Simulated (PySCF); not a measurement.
## GeH at PBE0

Level: PBE0. PySCF, scalar-relativistic core potentials, basis sets Ge cc-pVDZ-PP with ECP10, H cc-pVDZ.

For GeH, the state is ²Π (doublet), unpaired electrons π ↑ and the bond length is 1.611 Å. The harmonic wavenumber is 1876 cm⁻¹ and the force constant is 2.06 mdyn/Å. The rotational constant Be is 6.533 cm⁻¹ and the anharmonicity ωexe is 28.3 cm⁻¹. The vibration–rotation constant αe is 0.168 cm⁻¹, the well depth De to Ge + H is 2.81 eV and the dissociation energy D0 is 2.69 eV. The bond order (Mayer) is 0.95 and the dipole moment (positive dipole means Ge(−)H(+)) is -0.16 D.

Spin–orbit coupling is left out. The state was picked by a PBE0 search and need not be the measured ground state.
